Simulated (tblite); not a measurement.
hydrogen chloride (HCl), singlet, at a GFN2-xTB geometry; GFN1-xTB (tblite).

Input for tblite:
```
$ tblite run mol.xyz --method gfn1 --charge 0 --spin 0 --guess eeq --json tblite.json --no-restart

# file mol.xyz
2

Cl    -0.00000000    -0.00000000    -0.07094563
H      0.00000000     0.00000000     1.20607566
```

Problem. Write the output that tblite gives for this input, abridged.

Solution. 
```
xTB calculator
 | screened Coulomb repulsion
 | Coulomb electrostatics
 |  * isotropic Klopman-Ohno-Mataga-Nishimoto electrostatics
 |  * onsite third-order electrostatics
 | DFT-D3(BJ) dispersion correction

halogen bonding energy    0.0000000000000E+00 Eh
repulsion energy          1.0660488463546E-02 Eh
dispersion energy        -1.1881307822702E-04 Eh
number of electrons       8.0000000000000E+00 e
integral cutoff           1.9731147476801E+01 bohr

------------------------------------------------------------
  cycle        total energy    energy error   density error
------------------------------------------------------------
      1     -4.786359652957  -4.7969013E+00   1.1870807E-01
      2     -4.786438367065  -7.8714108E-05   6.6212238E-02
      3     -4.786455538768  -1.7171703E-05   3.7829608E-03
      4     -4.786456662992  -1.1242237E-06   3.2080206E-04
      5     -4.786456674043  -1.1051011E-08   1.3386880E-05
------------------------------------------------------------

electronic energy        -4.7969983494282E+00 Eh
total energy             -4.7864566740429E+00 Eh

Post processing:
 | Mayer-Wiberg bond orders

[Info] JSON dump of results written to 'tblite.json'
```
